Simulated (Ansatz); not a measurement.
A structure relaxed at PBE0-D4/def2-TZVP, charge 0, multiplicity 1:

```xyz
13

O    -1.351   -0.499    1.701
C    -0.216   -0.291    0.884
C    -0.357   -1.049   -0.444
Si    0.896   -0.056   -1.479
Si    0.220    1.448    0.159
H    -1.244    0.000    2.514
H     0.693   -0.662    1.387
H    -0.247   -2.131   -0.353
H    -1.352   -0.844   -0.857
H     0.572    0.113   -2.919
H     2.291   -0.555   -1.346
H    -1.014    2.195   -0.211
H     1.109    2.332    0.964
```

**Question.** Give its formula and SMILES.

**Answer.** C2H8OSi2, `OC1C[SiH2][SiH2]1`.

**Question.** Point group (tolerance 0.08 Å, 0.16 Å for H)?

**Answer.** C1.

**Question.** Summarise the bond lengths by kind.

**Answer.** 1 × C–O 1.414 Å; 1 × H–O 0.960 Å; 1 × C–C 1.536 Å; 2 × C–Si 1.905 to 1.934 Å; 3 × C–H 1.092 to 1.103 Å; 1 × Si–Si 2.324 Å; 4 × H–Si 1.486 to 1.489 Å.

Program: Ansatz 0.2.0.
